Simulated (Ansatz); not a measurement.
Breaking the Si1–H2 bond in H2OSi (SMILES O[SiH]) (multiplicity 1 held, fragments rigid). Energies count from the point at 1.545 Å.
Geometry at that point (charge 0, multiplicity 1):
```xyz
4

Si    -0.378    -0.335     0.394
H     -1.537    -0.168    -0.614
O      0.783     0.496    -0.450
H      0.564     0.885    -1.304
```

Signs of static correlation in cc-pV(T+d)Z, with CASSCF(2,2), from Ansatz (a quantum-chemistry and plane-wave program) runs.

| R (Å) | T1 of restricted CCSD | ⟨S²⟩ of UHF | largest double amplitude of restricted CCSD | weight of the CASSCF reference in MRCISD | CASSCF natural occupations |
|---|---|---|---|---|---|
| 1.236 | 0.016 | 0.264 | 0.097 | 0.908 | 1.99 0.01 |
| 1.391 | 0.016 | 0.220 | 0.092 | 0.908 | 1.99 0.01 |
| 1.545 | 0.016 | 0.173 | 0.085 | 0.908 | 1.98 0.02 |
| 1.700 | 0.016 | 0.124 | 0.076 | 0.907 | 1.97 0.03 |
| 1.855 | 0.017 | 0.072 | 0.064 | 0.907 | 1.96 0.04 |
| 2.086 | 0.019 | 0.000 | 0.090 | 0.907 | 1.93 0.07 |
| 2.318 | 0.023 | [?] | 0.143 | 0.907 | 1.89 0.11 |
| 2.705 | [?] | 0.749 | 0.240 | 0.908 | 1.79 0.21 |
| 3.091 | 0.058 | 0.918 | 0.358 | 0.908 | 1.64 0.36 |
| 3.555 | 0.092 | 0.991 | 0.548 | 0.908 | 1.42 0.58 |
| 4.173 | 0.133 | 1.019 | 0.825 | 0.908 | 1.21 0.79 |
| 4.946 | 0.159 | 1.026 | 1.058 | 0.908 | 1.08 0.92 |

### Question
Fill in the missing entries.

### Answer

- 2.318, ⟨S²⟩ of UHF: 0.309
- 2.705, T1 of restricted CCSD: 0.036

Doubts at one or more of the structures used: a restricted determinant that unrestricted orbitals would lower (R-CCSD(T)/cc-pV(T+d)Z); T1 above 0.05 (R-CCSD(T)/cc-pV(T+d)Z, U-CCSD(T)/cc-pV(T+d)Z); other coupled-cluster roots lie near (R-CCSD(T)/cc-pV(T+d)Z); a spin-contaminated determinant (U-CCSD(T)/cc-pV(T+d)Z).
